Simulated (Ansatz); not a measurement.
digallium oxide (Ga2O), SMILES [Ga][O][Ga] (connectivity only; charge and spin as stated), neutral, multiplicity 1.

Geometry: PBE0-D3(BJ)/def2-TZVP.

Two levels are set side by side: PBE/def2-TZVPD (Ansatz, an electronic-structure program) and CAM-B3LYP/def2-TZVPD (Ansatz). Energy differences of separate SCF runs at the same geometry; the states with an electron removed or added have multiplicity 2 and 2. Differences are taken from unrounded values.

```json
[
 {"quantity": "vertical ionisation energy (eV)", "PBE": "8.08"},
 {"quantity": "vertical singlet–triplet gap (eV)", "PBE": "3.24"}
]
```

Problem. These are the PBE values. What does CAM-B3LYP give? (Estimate from the structure and the level; the computed values follow.)

Solution. 
```tsv
quantity	CAM-B3LYP	PBE minus CAM-B3LYP
vertical ionisation energy (eV)	8.48	-0.39
vertical singlet–triplet gap (eV)	3.67	-0.43
```
